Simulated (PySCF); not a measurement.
Radial density of Mg+ (magnesium, charge +1)

M06-L, [Ne] 3p1, 2P determinant (an excited configuration). Computed with PySCF 2.14 in aug-cc-pVQZ-DK, with scalar relativity by spin-free X2C-1e.

```csv
r (bohr),4πr²ρ (e/bohr),4πr²(ρα − ρβ)
0.00224,0.07346,0.0000
0.00377,0.1941,0.0000
0.00633,0.5033,0.0000
0.0107,1.258,0.0000
0.0179,2.945,0.0000
0.0301,6.158,0.0001
0.0507,10.62,0.0004
0.0853,13.34,0.0021
0.143,10.60,0.0081
0.241,7.365,0.0239
0.406,10.37,0.0388
0.683,9.367,0.0154
1.15,2.732,0.0093
1.93,0.3466,0.1880
3.25,0.3365,0.3359
5.46,0.07584,0.0758
9.19,0.0007059,0.0007
```

Densities and radii are taken from the X2C orbitals without a picture-change correction, which distorts them close to the nucleus.
